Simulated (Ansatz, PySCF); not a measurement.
Spin states of Br2OW (SMILES [O]=[W]([Br])[Br]), each relaxed with B3LYP-D3(BJ)/def2-TZVP.
State 1 (charge 0, multiplicity 3):
| atom | x (Å) | y (Å) | z (Å) |
|---|---|---|---|
| W | -0.1333 | -0.0975 | -0.0362 |
| O | -1.3379 | -1.2561 | -0.2610 |
| Br | -0.3863 | 2.0830 | -1.0977 |
| Br | 1.7995 | -0.6625 | 1.3387 |
State 2 (charge 0, multiplicity 1):
```
atom    x (Å)    y (Å)    z (Å)
----  -------  -------  -------
W     -0.0608  -0.0278  -0.0226
O     -1.2594  -1.1814  -0.2458
Br    -0.4883   2.0425  -1.1409
Br     1.7505  -0.7665   1.3533
```

Singlets are restricted, other states unrestricted; no spin–orbit coupling, no relativity up to Kr; see below for the cores. The largest T1 diagnostic is 0.023.

Correlated levels freeze the inner cores; with def2 sets outer-core shells near the valence are correlated too. CBS: X⁻³ extrapolation of the correlation energy, Hartree–Fock from the larger set.

The values were computed with Ansatz (an electronic-structure program) with Gaussian orbitals; PySCF for the dispersion terms.  In def2 rows elements past Kr take small-core potentials, without spin–orbit coupling.

PBE/def2-TZVPP gives 5.39 kcal/mol for the energy of the multiplicity-1 state less that of the multiplicity-3 state.

**Question.** Predict the shift from PBE, with its sign, for: PBE-D3(BJ)/def2-TZVPP, r2SCAN/def2-TZVPP, B3LYP/def2-TZVPP, wB97M-V/def2-TZVPP, B2PLYP/def2-TZVPP, CCSD(T)/CBS(def2-SVP, def2-TZVPP).

**Answer.** PBE-D3(BJ)/def2-TZVPP -0.02; r2SCAN/def2-TZVPP 4.08; B3LYP/def2-TZVPP -0.66; wB97M-V/def2-TZVPP -0.47; B2PLYP/def2-TZVPP -2.16; CCSD(T)/CBS(def2-SVP, def2-TZVPP) -2.39 kcal/mol. 1 of 6 lie above PBE; the widest gap is to r2SCAN/def2-TZVPP.

Doubts at one or more of the structures used: a restricted determinant that unrestricted orbitals would lower (B2PLYP/def2-TZVPP, CCSD(T)/CBS(def2-SVP, def2-TZVPP)); a spin-contaminated determinant (CCSD(T)/CBS(def2-SVP, def2-TZVPP)).
